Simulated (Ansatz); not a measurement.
Cost and result up the ladder for Cs3Br2 (5 atoms). The state is a doublet with charge 0. Geometry: PBE0-D4/def2-SVP.

```csv
atom,x (Å),y (Å),z (Å)
Cs1,-0.835,-3.318,0.935
Cs2,-2.837,0.562,-2.054
Cs3,2.174,1.621,0.647
Br4,-0.353,2.661,-1.306
Br5,1.851,-1.526,1.778
```

Ansatz on 4 threads of AMD EPYC 7B13 on a shared host. Times are rough, and most runs start from the orbitals of an earlier one. ωB97M-V/def2-TZVP serves as the yardstick here, not as an exact answer. Differences are given only for rows in sets of like size (and for xTB, whose basis is part of the method), since another set adds its own error. Binding counts from free atoms at the same level (Cs doublet, Br doublet; other spins of the atoms weren't run), without zero-point energy or a counterpoise term.

In the def2 sets Cs takes a core potential; there is no spin–orbit coupling. B3LYP takes the VWN-RPA correlation. Correlated methods freeze 18 core orbitals; core or outer-core shells of Cs, Br are correlated, in sets that lack core-valence functions. The rows differ in basis, and correlated rows in double-zeta sets carry the largest basis error. Another isomer (doublet) lies 0.23 eV lower at PBE0-D4/def2-TZVP; other spin states weren't run for this one.

Correlated methods converge slowly with the basis, most of all in double-zeta sets.

```
                         level  functions  wall time
               PBE-D4/def2-SVP        136      3.8 s
                 MP2/def2-TZVP        183      4.3 s
           revPBE-D4/def2-TZVP        183      5.5 s
PBE-D4/def2-TZVP (with forces)        183        6 s
            B3LYP-D4/def2-TZVP        183        7 s
              PBE0-D4/def2-SVP        136        7 s
             PBE0-D4/def2-TZVP        183        9 s
           r2SCAN-D4/def2-TZVP        183       12 s
             ωB97M-V/def2-TZVP        183       29 s
              CCSD(T)/def2-SVP        136    2.1 min
```

(1) Estimate what each level gives for the binding energy per atom (eV).

Answers

(1) 
```json
{"level": "PBE-D4/def2-SVP", "binding energy per atom (eV)": "1.99", "difference from ωB97M-V/def2-TZVP (eV)": "–"}
{"level": "MP2/def2-TZVP", "binding energy per atom (eV)": "1.98", "difference from ωB97M-V/def2-TZVP (eV)": "-0.04"}
{"level": "revPBE-D4/def2-TZVP", "binding energy per atom (eV)": "1.92", "difference from ωB97M-V/def2-TZVP (eV)": "-0.10"}
{"level": "PBE-D4/def2-TZVP (with forces)", "binding energy per atom (eV)": "1.98", "difference from ωB97M-V/def2-TZVP (eV)": "-0.04"}
{"level": "B3LYP-D4/def2-TZVP", "binding energy per atom (eV)": "1.94", "difference from ωB97M-V/def2-TZVP (eV)": "-0.08"}
{"level": "PBE0-D4/def2-SVP", "binding energy per atom (eV)": "2.00", "difference from ωB97M-V/def2-TZVP (eV)": "–"}
{"level": "PBE0-D4/def2-TZVP", "binding energy per atom (eV)": "1.99", "difference from ωB97M-V/def2-TZVP (eV)": "-0.03"}
{"level": "r2SCAN-D4/def2-TZVP", "binding energy per atom (eV)": "2.05", "difference from ωB97M-V/def2-TZVP (eV)": "0.03"}
{"level": "ωB97M-V/def2-TZVP", "binding energy per atom (eV)": "2.02", "difference from ωB97M-V/def2-TZVP (eV)": "0.00"}
{"level": "CCSD(T)/def2-SVP", "binding energy per atom (eV)": "1.85", "difference from ωB97M-V/def2-TZVP (eV)": "–"}
```
